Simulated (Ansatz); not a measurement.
A run for Ansatz (a first-principles code): U-CCSD(T)/def2-QZVPP on S2-, 2S+1 = 2, a spin state set in the input, which need not be the lowest, a point of a bond scan (R = 2.010 Å). Charge -1. Files ending in .json are basis or fitting sets from the Basis Set Exchange.

Ansatz 0.2 input:
```yaml
crystal:
  periodic: [false, false, false]
  atoms:
    - {symbol: S, position_ang: [0.00000000, 0.00000000, 0.00000000]}
    - {symbol: S, position_ang: [0.00000000, 0.00000000, 2.01047700]}
basis:
  gaussian:
    orbitals: def2-QZVPP.json
    pivot_positions_ang: [[0.00000000, 0.00000000, 0.00000000], [0.00000000, 0.00000000, 2.01047700]]
total_charge: -1
magnetization: {spin_polarized: true, initial_magnetization: 1}
correlation: {method: ccsd_t, electrons: valence}
output: {orbitals: {seedname: ./end}}
```

Output:

```
WARN ansatz: RAYON_NUM_THREADS=2 ignored (pool sized by the plan → 2); use --threads N
Functional definition: HF
integrals: 0.47 GiB planned
891 factors; integrals over basis functions are off by at most 2.2e-4 eV
mean field: 0.43 GiB planned
mean field evaluation 1: about -21635.5165 eV, gradient 1.4e1 eV
mean field evaluation 2: about -21635.5179 eV, gradient 1.4e1 eV
mean field evaluation 4: about -21636.7039 eV, gradient 1.6e0 eV
mean field evaluation 8: about -21636.7401 eV, gradient 2.7e-4 eV
mean field evaluation 16: about -21636.7391 eV, gradient 1.2e-1 eV
mean field evaluation 32: about -21636.7348 eV, gradient 2.5e-1 eV
mean field evaluation 64: about -21633.3539 eV, gradient 8.4e-2 eV
mean field evaluation 96: about -21636.7380 eV, gradient 4.8e-1 eV
mean field evaluation 128: about -21632.7854 eV, gradient 1.1e1 eV
mean field evaluation 160: about -21633.0941 eV, gradient 4.5e-4 eV
mean field -21636.74014329 eV, -795.1355343566 hartree, gradient 2.0e-6 eV, S^2 0.782615; 6 other end points of the search recorded, 0 dependent functions left out
determinant -21636.74014329 eV, -795.1355343566 hartree, with singles and doubles -21647.60144220 eV, -795.5346797296 hartree
determinant -21633.36028617 eV, -795.0113268985 hartree, with singles and doubles -21644.27864095 eV, -795.4125690359 hartree
determinant -21633.35451380 eV, -795.0111147679 hartree, with singles and doubles -21644.29814063 eV, -795.4132856360 hartree
10 core orbitals not correlated
reference -21636.74014329 eV, -795.1355343566 hartree; 7, 6 occupied and 123, 124 virtual orbitals, 891 factors
second order -10.06108608 eV of doubles, -0.00000000 eV of singles
coupled cluster: 1.11 GiB planned
cycle   1  -10.68685971 eV  change   -7.2e-1 eV  update   1.9e-2
cycle   2  -10.71659423 eV  change   -3.0e-2 eV  update   3.4e-3
cycle   3  -10.71390522 eV  change    2.7e-3 eV  update   1.2e-3
cycle   4  -10.71463808 eV  change   -7.3e-4 eV  update   3.6e-4
cycle   5  -10.71459551 eV  change    4.3e-5 eV  update   1.2e-4
cycle   6  -10.71459370 eV  change    1.8e-6 eV  update   3.3e-5
cycle   7  -10.71461961 eV  change   -2.6e-5 eV  update   8.8e-6
cycle   8  -10.71462676 eV  change   -7.2e-6 eV  update   2.3e-6
perturbative correction -0.63506997 eV, -0.0233383911 hartree
Total energy: -21648.08984002 eV, -795.5526280185 hartree
```

Self-consistency was reached.

Cost: around 30 core-seconds (rough).
